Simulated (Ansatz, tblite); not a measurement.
Bond stretch in Te(Cl)4, SMILES Cl[Te](Cl)(Cl)Cl (Cl4Te). The Te1–Cl5 bond (Te1 also carries Cl, Cl, Cl; Cl5 carries nothing else) is pulled apart rigidly from the PBE0/def2-TZVP, def2 effective core potentials past Kr optimised geometry.

- GFN2-xTB, 300 K electronic temperature (tblite)
- UKS-PBE0 = unrestricted PBE0/def2-TZVP, def2 effective core potentials past Kr in Ansatz (an electronic-structure program)

Energies relative to the lowest point of each curve near equilibrium, in mEh; the last columns give the difference from UKS-PBE0:

| R / Å | GFN2-xTB | UKS-PBE0 | GFN2-xTB − UKS-PBE0 |
|---|---|---|---|
| 1.91 | 63.7 | 79.0 | -15.3 |
| 2.02 | 26.6 | 33.4 | -6.8 |
| 2.14 | 7.2 | 8.8 | -1.6 |
| 2.25 | 0.6 | 0.7 | -0.1 |
| 2.30 | 0.0 | 0.0 | 0.0 |
| 2.34 | 0.3 | 0.4 | -0.1 |
| 2.43 | 3.2 | 3.9 | -0.7 |
| 2.60 | 14.4 | 16.1 | -1.7 |
| 2.81 | 33.8 | 35.3 | -1.5 |
| 3.05 | 57.5 | 57.4 | 0.1 |
| 3.33 | 81.1 | 75.3 | 5.8 |
| 3.78 | 105.8 | 88.1 | 17.8 |
| 4.23 | — | 92.4 | — |
| 4.85 | — | 93.2 | — |
| 5.59 | — | 93.6 | — |
| 6.60 | — | 93.8 | — |

GFN2-xTB is furthest from UKS-PBE0 at 3.78 (17.8 mEh, above); its mean absolute difference over the points is 4.3 mEh.

A dash means that the run gave no value there, or that the column was ended at a point which the program doubted or which failed a test of continuity chosen for this set; such a test can also cut sound points.

The unrestricted determinant behind UKS-PBE0 is spin-contaminated at 3.33 to 6.60 Å (<S²> up to 1.0, against 0.00 for a pure singlet).
